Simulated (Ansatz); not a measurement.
Computed with Ansatz on PBE0-D4/def2-TZVP structures; ΔE is electronic, products minus reactants. CCSD(T)/CBS is the MP2 limit (def2-TZVPP, def2-QZVPP) plus CCSD(T) − MP2 in def2-TZVPP, frozen cores. This one scheme is used for every species. DFT in def2-TZVPP. HSE06 is defined as in plane-wave codes. One conformer a species, not always the lowest.

Reaction (β-hydride elimination): `C#CBCC` → `BC#C` + `C=C`

| level | ΔE (kJ/mol) | difference from CCSD(T)/CBS |
| --- | --- | --- |
| LDA (SPW92) | 197.5 | 48.7 |
| PBE-D4 | 160.3 | 11.5 |
| revPBE-D4 | 154.7 | 5.9 |
| BLYP-D4 | 131.4 | -17.4 |
| r2SCAN-D4 | 160.8 | 12.0 |
| B97M-V | 156.7 | 7.9 |
| PBE0-D4 | 169.6 | 20.8 |
| r2SCANh-D4 | 163.8 | 15.0 |
| r2SCAN0-D4 | 168.3 | 19.5 |
| HSE06-D4 | 169.3 | 20.5 |
| BHLYP-D4 | 151.2 | 2.4 |
| CAM-B3LYP-D4 | 152.4 | 3.6 |
| ωB97X-V | 161.1 | 12.3 |
| ωB97M-V | 154.6 | 5.8 |
| B2PLYP | 140.6 | -8.2 |
| PBE-QIDH | 169.8 | 21.0 |
| PBE | 153.0 | 4.2 |
| revPBE | 134.4 | -14.4 |
| BLYP | 116.2 | -32.6 |
| r2SCAN | 158.6 | 9.8 |
| PBE0 | 163.2 | 14.4 |
| r2SCANh | 161.5 | 12.7 |
| r2SCAN0 | 165.8 | 17.0 |
| HSE06 | 163.4 | 14.6 |
| BHLYP | 142.8 | -6.0 |
| LC-ωPBE | 171.2 | 22.4 |
| RPA@PBE/def2-TZVPP | 137.9 | -10.9 |
| MP2/def2-SVP | 165.2 | 16.4 |
| CCSD/def2-SVP | 152.0 | 3.2 |
| CCSD(T)/def2-SVP | 151.5 | 2.7 |
| HF/def2-TZVPP | 120.7 | -28.1 |
| MP2/def2-TZVPP | 158.7 | 9.9 |
| SCS-MP2/def2-TZVPP | 145.6 | -3.2 |
| CCSD/def2-TZVPP | 146.4 | -2.4 |
| CCSD(T)/def2-TZVPP | 147.0 | -1.8 |
| HF/def2-QZVPP | 120.2 | -28.6 |
| SCS-MP2/def2-QZVPP | 146.4 | -2.4 |
| HF/CBS(def2) | 120.1 | -28.7 |
| MP2/CBS(def2) | 160.4 | 11.6 |
| CCSD/CBS(def2) | 148.2 | -0.6 |
| CCSD(T)/CBS | 148.8 | 0 |

Largest T1 diagnostic among the species: 0.014.

From r2SCAN to r2SCAN0 (25 % exact exchange), in def2-TZVPP and without D4, ΔE moves by +7.2 kJ/mol. Leaving LDA and LC-ωPBE aside and taking each functional with its dispersion term where it has one, the values spread over 38.4 kJ/mol, from BLYP-D4 to PBE-QIDH. LDA lies +44.5 kJ/mol from PBE without D4. The D4 term adds +11.4 kJ/mol with B3LYP and +6.3 kJ/mol with PBE0; it sums over pairs of atoms, weighted by their polarisabilities, and B3LYP, whose exchange is more repulsive, gets the larger term.

CCSD(T)/CBS has its own doubt, a few kJ/mol and more with outer-core shells, so smaller differences from it don't rank the levels.

B3LYP here is the variant with VWN-RPA as its local correlation; programs differ in this.
